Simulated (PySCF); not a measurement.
## How methods differ on the ionisation energy of Cu¹¹⁺

Cu¹¹⁺ [Ar] → Cu¹²⁺ [Ne] 3s2 3p5 [3p1/2^2 3p3/2^3, M_J = 3/2], as a difference of total energies. All numbers are calculated (PySCF 2.14, the two-component X2C-1e Hamiltonian, in an even-tempered Gaussian basis (20 s from 0.76 bohr⁻², ratio 2.4; 14 p from 0.98 bohr⁻², ratio 2.4; 5 d from 6.3 bohr⁻², ratio 2.6; 4 f from 9.5 bohr⁻², ratio 2.6)). Correlated levels: 1s2 frozen; the 52 highest virtual spinors dropped. "Screened" scales the spin-orbit matrix elements by Boettger's factors to mimic the two-electron term; Breit and QED terms are absent.

```json
{"method": "GHF (spin-free)", "ionisation energy (eV)": "367.02"}
{"method": "GMP2 (spin-free)", "ionisation energy (eV)": "367.78"}
{"method": "GHF (screened spin-orbit)", "ionisation energy (eV)": "365.81"}
{"method": "GMP2 (screened spin-orbit)", "ionisation energy (eV)": "366.56"}
```

**Question.** How much does correlation contribute at GMP2 (screened spin-orbit)?

**Answer.** 366.56 − (365.81) = 0.75 eV, measured against GHF (screened spin-orbit).

For comparison: 367 ± 0.9 eV (semi-empirical (NIST evaluation); NIST Atomic Spectra Database, ionization energies).
